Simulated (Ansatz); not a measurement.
Total energies of Ga₉Sb₁₀H₂₆⁺, a nanocrystal cut from wurtzite GaSb (hydrogen-capped) from Ansatz at PBE-D4/def2-TZVP, gas phase (1 Eh = 27.2114 eV = 2625.5 kJ/mol). The reference geometry is relaxed at r2SCAN-D4/def2-SVP.

Cartesian coordinates in Å:
```
Sb -3.704 2.612 -0.570
Ga -5.409 0.708 0.455
Sb 0.337 3.895 -2.044
Ga 2.728 4.703 -1.060
Ga -1.198 1.941 -1.088
Sb -0.167 1.033 1.183
Sb -3.585 -1.273 0.520
Ga -1.669 -0.906 2.317
Sb 3.736 2.338 -0.205
Ga 2.363 0.310 0.839
Sb 3.228 -0.563 3.182
Sb 0.036 -2.933 2.478
Ga 1.895 -2.639 4.405
Sb -1.076 -0.124 -2.713
Ga -2.755 -2.035 -1.876
Ga 1.562 -0.370 -3.200
Sb 2.235 -1.641 -0.921
Sb -1.117 -4.089 -1.399
Ga 1.022 -3.766 0.167
H -3.600 4.034 0.355
H -4.245 3.332 -2.009
H -5.679 1.202 1.905
H -6.412 0.454 -0.707
H -0.674 5.261 -2.061
H 0.370 3.638 -3.720
H 2.343 5.426 0.265
H 3.595 5.188 -2.252
H -0.126 2.368 2.239
H -4.411 -2.647 1.092
H -2.191 -0.410 3.703
H 4.917 2.700 0.962
H 4.774 1.620 -1.339
H 3.391 0.829 4.141
H 4.884 -0.846 2.933
H -0.941 -4.237 2.970
H 1.242 -1.971 5.649
H 2.910 -3.817 4.332
H -1.804 0.502 -4.117
H -3.855 -2.361 -2.931
H 2.105 1.094 -2.964
H 1.838 -1.248 -4.453
H 3.869 -2.097 -1.048
H -2.043 -5.363 -0.765
H -0.667 -4.830 -2.859
H 1.947 -5.020 0.208
```

| state | geometry | energy (Eh) |
| --- | --- | --- |
| charge 1 singlet | reference | -19739.43687 |
| charge 2 doublet | reference | -19739.07889 |
| charge 0 doublet | reference | -19739.58492 |

In the def2 sets Sb takes a core potential; there is no spin–orbit coupling. Single mean-field runs in def2-TZVP are fitted with def2-universal-jkfit.

Work out the vertical ionisation energy to the doublet.

E(charge 2 doublet) − E(charge 1 singlet) = -19739.07889 − (-19739.43687) = 0.35798 Eh = 9.74 eV. For comparison, −ε of the highest occupied level is 8.29 eV at this level, 1.45 eV less.

Work out the vertical electron affinity, to the doublet.

E(charge 1 singlet) − E(charge 0 doublet) = -19739.43687 − (-19739.58492) = 0.14805 Eh = 4.03 eV.

Give the fundamental gap IE − EA, the Mulliken electronegativity (IE + EA)/2 and the hardness (IE − EA)/2.

From the values in Eh: IE − EA = 0.35798 − 0.14805 = 0.20993 Eh = 5.71 eV; (IE + EA)/2 = 6.88 eV; (IE − EA)/2 = 2.86 eV. The HOMO–LUMO gap of the same run is 3.04 eV, 2.67 eV smaller than the fundamental gap.

At PBE-D4/def2-TZVP the gap within one spin of the charge 2 doublet nearly closes, so an electron or hole may be smeared out by delocalisation error. At PBE-D4/def2-TZVP the gap within one spin of the charge 0 doublet nearly closes, so an electron or hole may be smeared out by delocalisation error.
